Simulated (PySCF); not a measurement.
**Diatomics of Be with group 12**

PBE with double-zeta basis sets in PySCF, for the lowest determinant that a PBE0 search found; no spin–orbit coupling. De refers to high-spin ground-configuration atoms. A positive dipole means M(−)Be(+).

```csv
M,basis,state (unpaired electrons),Re (Å),ωe (cm⁻¹),De (eV),μ (D)
Zn,x2c-SVPall,singlet (closed shell),2.764,174,0.19,-0.54
Cd,cc-pVDZ/cc-pVDZ-PP,singlet (closed shell),2.891,157,0.18,-0.35
Hg,def2-SVP,singlet (closed shell),2.937,131,0.11,-0.41
```

The shortest bond is that of BeZn (2.764 Å), the longest that of BeHg (2.937 Å).

The rows differ in basis set, which adds steps of its own.

Down a group the atoms grow and get heavier, so bonds lengthen and wavenumbers fall; this series shows no clear exception.

Closed-shell solutions of metal pairs were not tested for spin polarisation, which can lower them a little. Weak bonds: BeCd, BeHg, BeZn. Basis-set superposition, not corrected here, can be much of De in a small basis, most of all at correlated wavefunction levels. Functionals without a dispersion term scatter widely for such bonds, and LDA overbinds them. Spin–orbit coupling is left out.
